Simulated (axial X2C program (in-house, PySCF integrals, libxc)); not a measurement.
## Photoelectron levels of CuI by EOM-IP-CCSD

Calculated with an axial X2C code built on PySCF integrals: two-component X2C with atomic mean-field Coulomb and Gaunt terms, Gaussian nuclei, basis I dyall-cv3z, Cu dyall-cv3z with contracted cores.

R = 2.705 Å (1.150 times 2.352 Å, the PBE0 minimum at charge 0 for the lowest determinant).

Vertical ionisation energies of CuI to the states of CuI⁺:

```csv
Ω of CuI⁺,vertical IE (eV),above lowest (cm⁻¹),ionised spinor,one-hole weight
3/2,8.357,0,94% I pπ,0.95
1/2,8.796,3537,"75% I pπ, 14% I pσ",0.95
1/2,9.743,11177,"57% I pσ, 18% I pπ, 11% Cu sσ",0.95
5/2,11.483,25210,100% Cu dδ,0.90
3/2,11.496,25319,"77% Cu dπ, 22% Cu dδ",0.90
```

Task: What is the splitting of the first π pair in the table, and is it regular or inverted?

Result: E(3/2) − E(1/2) = 0 − 3537 = -3537 cm⁻¹ at EOM-IP-CCSD: inverted, Ω = 3/2 lower. Splittings at this level can be off by ten to twenty per cent.

This point took 15 s on 1 thread of Intel(R) Xeon(R) Platinum 8375C CPU @ 2.90GHz (Ice Lake) (shared host).

Reference electrons by ω block (each with its −ω partner): 1/2: 26, 3/2: 12, 5/2: 3. 18 electrons of CuI correlated (inner shells frozen), 84 natural virtual spinors (a truncated set); levels can be off by some tenths of an eV. Roots sought by Ω: (1/2: 4, 3/2: 3, 5/2: 1); the list ends where they run out and leaves out roots under 60 % one-particle weight. The solver can skip a root, and states that need a further excitation, which the method places far too high, are missing though they may lie low or lowest. T1 of the reference 0.017 (Lee–Taylor). Number of frozen shells: I 4 s, 3 p, 2 d; Cu 3 s, 2 p.
